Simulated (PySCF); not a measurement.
H4NSi2, FH2NSi2, FH3N2Si, H3NOSi2 (calculated)

Calculation on a computer-drawn molecule: the log of a Hartree-Fock and frozen-core CCSD(T) single point meant for a local Hartree-Fock minimum, with one planted fault or none, to be diagnosed. Offsets are logged minus clean, where the clean run is the same molecule without the fault. The reference is restricted for singlets and unrestricted otherwise, and also for a bond in bohr or an excited solution. Adding or removing an electron swaps singlet and doublet. The excited solution moves the top pair (singlet) or top alpha electron (doublet) to the lowest empty orbital. Highest occupied and lowest empty are orbital energies over both spins, largest force is the largest gradient component, triples share is (T) over the correlation energy, the T1 limit is 0.02 restricted and 0.045 unrestricted, electrons count all cores, a negative frequency is imaginary (commonest isotopes), and the dipole is about the centre of nuclear charge. Program: PySCF 2.14.0.

Common to all runs: meant multiplicity 1; logged SCF converged yes; logged CC converged yes; logged SCF stable within its kind yes; possible faults no fault, one electron removed, one electron added, multiplicity raised by two, geometry at a saddle point, SCF held on an excited solution, minimal basis STO-3G, one bond length entered in bohr, all coordinates scaled.

(1) 
```xyz
7
formula=H4NSi2 meant_charge=-1 meant_basis=aug-cc-pV(D+d)Z logged_electrons=40 logged_basis_functions=123 logged_spin_squared=0.925 logged_highest_occupied=-2.9232 logged_lowest_empty=3.9264 logged_largest_force=0.027845 logged_T1_diagnostic=0.062819 logged_D1_diagnostic=0.25001 logged_triples_share=0.052027 logged_dipole_magnitude=1.7819 logged_energy_HF=-634.50932 logged_energy_CCSD(T)=-634.95922 planted_fault=one_bond_length_entered_in_bohr,row_3_of_the_drawn_bonds HF_energy_offset_from_clean_run=73.97 CCSD(T)_energy_offset_from_clean_run=81.88
N     -2.5134     2.1866     0.5837
Si    -1.5177     1.0116     0.0833
Si     0.8021     0.6339     0.0407
H     -1.6873     3.5516     1.6194
H     -2.2864    -0.0021    -0.7186
H      1.1671     1.2606     1.3787
H      0.6929    -0.8257     0.4719
```

Units: logged_highest_occupied, logged_lowest_empty in eV; logged_largest_force in hartree/bohr; logged_dipole_magnitude in debye; logged_energy_HF, logged_energy_CCSD(T) in hartree; HF_energy_offset_from_clean_run, CCSD(T)_energy_offset_from_clean_run in kcal/mol.

Drawn bonds:
```tsv
atom	other atom	order
1	2	2
2	3	1
1	4	1
2	5	1
3	6	1
3	7	1
```

Notes: T1 above single-reference limit.

(2) 
```xyz
6
formula=FH2NSi2 meant_charge=0 meant_basis=cc-pV(D+d)Z logged_electrons=46 logged_basis_functions=84 logged_spin_squared=0 logged_highest_occupied=-8.9138 logged_lowest_empty=-0.42474 logged_largest_force=1.957e-05 logged_lowest_frequency=45.126 logged_T1_diagnostic=0.02078 logged_D1_diagnostic=0.068387 logged_triples_share=0.032009 logged_dipole_magnitude=2.4009 logged_energy_HF=-732.88693 logged_energy_CCSD(T)=-733.4662 planted_fault=no_fault HF_energy_offset_from_clean_run=0 CCSD(T)_energy_offset_from_clean_run=0
N     -1.0260     1.2132     0.9568
Si     0.2960     0.8241     0.1697
Si     0.7644    -1.4136    -0.7204
F      2.2221    -1.0551    -1.3593
H     -1.7452     0.5303     1.1246
H      1.2974     1.8946    -0.0291
```

Units: logged_highest_occupied, logged_lowest_empty in eV; logged_largest_force in hartree/bohr; logged_lowest_frequency in cm⁻¹; logged_dipole_magnitude in debye; logged_energy_HF, logged_energy_CCSD(T) in hartree; HF_energy_offset_from_clean_run, CCSD(T)_energy_offset_from_clean_run in kcal/mol.

Drawn bonds:
```tsv
atom	other atom	order
1	2	2
2	3	1
3	4	1
1	5	1
2	6	1
```

Notes: T1 above single-reference limit.

(3) 
```xyz
6
formula=FH2NSi2 meant_charge=0 meant_basis=cc-pV(D+d)Z logged_electrons=46 logged_basis_functions=30 logged_spin_squared=0 logged_highest_occupied=-5.1317 logged_lowest_empty=5.065 logged_largest_force=0.043961 logged_T1_diagnostic=0.022581 logged_D1_diagnostic=0.082467 logged_triples_share=0.044103 logged_dipole_magnitude=3.5047 logged_energy_HF=-724.02345 logged_energy_CCSD(T)=-724.23468
N     -1.0260     1.2132     0.9568
Si     0.2960     0.8241     0.1697
Si     0.7644    -1.4136    -0.7204
F      2.2221    -1.0551    -1.3593
H     -1.7452     0.5303     1.1246
H      1.2974     1.8946    -0.0291
```

Units: logged_highest_occupied, logged_lowest_empty in eV; logged_largest_force in hartree/bohr; logged_dipole_magnitude in debye; logged_energy_HF, logged_energy_CCSD(T) in hartree.

Drawn bonds:
```tsv
atom	other atom	order
1	2	2
2	3	1
3	4	1
1	5	1
2	6	1
```

Notes: T1 above single-reference limit.

(4) 
```xyz
7
formula=FH3N2Si meant_charge=0 meant_basis=cc-pV(D+d)Z logged_electrons=41 logged_basis_functions=80 logged_spin_squared=0.7909 logged_highest_occupied=2.6928 logged_lowest_empty=9.5208 logged_largest_force=0.039899 logged_T1_diagnostic=0.02139 logged_D1_diagnostic=0.091948 logged_triples_share=0.02769 logged_dipole_magnitude=2.9579 logged_energy_HF=-498.97414 logged_energy_CCSD(T)=-499.64629
N     -2.7187    -1.1036    -0.1308
Si    -1.9710    -0.3330     0.9853
N     -1.3459    -0.7049     2.4853
F     -1.6412     1.2142     0.8047
H     -2.9946    -2.0621    -0.1674
H     -1.3983    -1.6195     2.8860
H     -0.8833    -0.0353     3.0678
```

Units: logged_highest_occupied, logged_lowest_empty in eV; logged_largest_force in hartree/bohr; logged_dipole_magnitude in debye; logged_energy_HF, logged_energy_CCSD(T) in hartree.

Drawn bonds:
```tsv
atom	other atom	order
1	2	2
2	3	1
2	4	1
1	5	1
3	6	1
3	7	1
```

Notes: highest electron not bound in this basis.

(5) 
```xyz
7
formula=H3NOSi2 meant_charge=0 meant_basis=cc-pV(D+d)Z logged_electrons=45 logged_basis_functions=89 logged_spin_squared=1.1392 logged_highest_occupied=-14.471 logged_lowest_empty=-5.9978 logged_largest_force=0.11668 logged_T1_diagnostic=0.070085 logged_D1_diagnostic=0.35936 logged_triples_share=0.030379 logged_dipole_magnitude=3.3414 logged_energy_HF=-708.61618 logged_energy_CCSD(T)=-709.14651
N     -2.8580    -1.2772     1.4007
Si    -1.5626    -0.4387     1.6086
O     -0.7452     0.5644     0.6045
Si    -0.5366    -0.4826     3.7468
H     -3.4852    -1.4620     0.6459
H     -1.0589     0.7027    -0.2793
H      0.4373    -1.5551     3.3074
```

Units: logged_highest_occupied, logged_lowest_empty in eV; logged_largest_force in hartree/bohr; logged_dipole_magnitude in debye; logged_energy_HF, logged_energy_CCSD(T) in hartree.

Drawn bonds:
```tsv
atom	other atom	order
1	2	2
2	3	1
2	4	1
1	5	1
3	6	1
4	7	1
```

Notes: T1 above single-reference limit.

To be estimated
1. FH2NSi2 (entry 3): planted fault?
2. Which fault was planted in the run of FH3N2Si (entry 4)?
3. Which fault was planted in the run of H3NOSi2 (entry 5)?

## Answers
1. minimal basis STO-3G
2. one electron added
3. one electron removed

Further results for FH2NSi2 (entry 3):

| Item | Value |
| --- | --- |
| HF energy offset from clean run | 5562 kcal/mol |
| CCSD(T) energy offset from clean run | 5793 kcal/mol |

Further results for FH3N2Si (entry 4):

| Quantity | Value |
| --- | --- |
| HF energy offset from clean run | 73.81 kcal/mol |
| CCSD(T) energy offset from clean run | 59.57 kcal/mol |

Further results for H3NOSi2 (entry 5):

| Quantity | Value |
| --- | --- |
| HF energy offset from clean run | 172.5 kcal/mol |
| CCSD(T) energy offset from clean run | 202.2 kcal/mol |
